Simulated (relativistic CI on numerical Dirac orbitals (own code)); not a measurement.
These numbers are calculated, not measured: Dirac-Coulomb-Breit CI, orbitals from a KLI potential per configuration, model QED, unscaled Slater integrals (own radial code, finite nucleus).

The strongest absorption lines from the ground level of an ion, among the configurations computed and to levels below about 496 eV (vacuum wavelength in Å, gf): 30.619 (0.00014), 31.398 (1e-05), 34.854 (0.2), 35.632 (0.099), 57.276 (2.2e-06), 60.973 (0.00014), 172.26 (1.2), 265.31 (0.079).

Question: Which ion is it?
A. I²⁵⁺
B. Sb²¹⁺
C. I²³⁺
D. In¹⁹⁺

Answer: C. I²³⁺ has 30 electrons and the ground level 4s2 1S_0; the strongest line goes to 4s.4p 1P°_1. The pattern of lines fixes the number of electrons, and along that sequence the line energies rise steadily with the charge (about as its square where n changes within one kind of shell, about linearly where n is kept but much faster in heavy ions where fine structure, which grows about as Z⁴, sets the gap, and irregularly where shells cross), which fixes Z. Configurations outside the model, such as inner-shell arrays, can give stronger lines. At this charge energies of transitions that change n are usually good to better than 1 %, and those within a shell (Δn = 0) to a few per cent.

LS names give the leading component of a level, which can be under half, so a name can repeat, a term be missing and a line seem to break the LS rules.
